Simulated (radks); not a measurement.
Values are calculated unless marked as measured or tabulated.
Cd+, 47 electrons, occupied as [Kr] 4d9 5s2 (not the ground configuration).

Level of theory: scalar-relativistic Kohn-Sham, r2SCAN, spin-polarised, spherical densities, finite nucleus; open shells are filled with parallel spins first (spin-orbit coupling, left out, can overturn this in heavy ions); meta-GGA in the generalised Kohn-Sham scheme; Fermi nuclear charge, rms radius 4.6087 fm (a radial shooting solver on a logarithmic mesh with Libxc functionals).

Energy parts (eV):
total: -152237.749
kinetic: 158418.177
electron-nucleus: -367437.204
Hartree: 60980.558
exchange-correlation: -4199.280

Orbitals (lengths in bohr, moments of r in powers of bohr; r(max) is where P^2 peaks):
orbital,occ.,eigenvalue (eV),r(max)
1s up,1,-26590.54,0.01968
1s down,1,-26590.55,0.01968
2s up,1,-3974.939,0.1112
2s down,1,-3974.620,0.1112
2p up,3,-3565.239,0.08901
2p down,3,-3565.003,0.08901
3s up,1,-758.6817,0.3233
3s down,1,-758.6084,0.3234
3p up,3,-623.2637,0.3168
3p down,3,-623.1547,0.3168
3d up,5,-411.8774,0.2663
3d down,5,-411.6397,0.2664
4s up,1,-123.4644,0.7962
4s down,1,-122.4018,0.7956
4p up,3,-83.3926,0.8449
4p down,3,-82.2999,0.8442
4d up,5,-25.6186,0.9693
4d down,4,-24.5884,0.9699
5s up,1,-14.8970,2.170
5s down,1,-14.6523,2.194

The highest occupied level is 5s down at -14.652 eV. Spin moment in Bohr magnetons: 1. The spin density at the nucleus is 0.515 e/bohr^3 (1s 0.007, 2s -0.719, 3s 0.562, 4s -0.761, 5s 1.425). Summed over all electrons, <r^2> = 41.52 bohr^2, which gives a Langevin (diamagnetic) susceptibility term of -32.9 x 10^-6 cm^3/mol. The density falls to 0.001 e/bohr^3 at r = 4.05 bohr. The electron density at the nucleus is 1.636e+05 e/bohr^3 (large components only).
